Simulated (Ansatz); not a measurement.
## One elementary step

Start structure (BH₃F₄, singlet), relaxed at PBE0-D4/def2-TZVP:

B1  (-1.179, 0.234, -0.632)
H2  (-0.770, 0.810, 0.335)
F3  (-1.990, -0.791, -0.492)
F4  (-0.999, 0.747, -1.828)
H5  (1.269, -0.758, 0.075)
F6  (0.776, -1.052, -0.662)
H7  (1.121, 0.714, 1.718)
F8  (1.771, 0.097, 1.486)
(Å)

The step: BHF₂ ([F][BH][F]) + HF + HF → BF₃ ([F][B]([F])[F]) + HF + H₂; bonds formed: B1–F6, H2–H7, H5–F8; bonds broken: B1–H2, H5–F6, H7–F8. Program: Ansatz 0.2.0. Basis: def2-TZVPP and def2-QZVPP. Cores are frozen in the correlated methods. Extrapolation: Hartree–Fock as exp(−7.88 √X), correlation as X^−2.97. Energies below are by CCSD(T) at an estimated basis limit (MP2 extrapolated from triple and quadruple zeta, plus CCSD(T) − MP2 in triple zeta).

**Question.** What are the electronic barrier and the energy of the step, from the start structure to the end structure? (An estimate is asked for; the value comes from the calculation.)

**Answer.** By the calculation: Barrier 0.778 eV; step energy -1.005 eV (downhill); reverse barrier, their difference, 1.783 eV. Barrier and step energy count from the start structure, the reverse barrier from the end structure.

The saddle point: One imaginary mode of 1107i cm⁻¹.
```
 pair  start (Å)  saddle (Å)  end (Å)
B1–F6       2.34        1.53     1.32
H2–H7       2.34        1.05     0.75
H5–F8       1.72        1.14     0.92
B1–H2       1.20        1.33     2.74
H5–F6       0.93        1.15     1.98
H7–F8       0.93        1.11     2.62
```

Zero-point energy (harmonic, PBE0-D4): ZPE is 1.130 eV at the start and 1.090 eV at the saddle, so the barrier goes from 0.778 to 0.738 eV.

T1 diagnostic: at most 0.012.

Labels in which every atom is bracketed show which atoms are joined, not bond orders.

For scale, one of the runs: CCSD(T)/def2-TZVPP, 197 basis functions, launched by `ansatz run in.yaml --threads 4 --pin off --events-out ev --progress --plain --max-ram 9574MiB`. The run took 84 s on 4 CPU threads of an Arm Neoverse V1 (shared host), with 2.8 GiB of host memory at its peak.
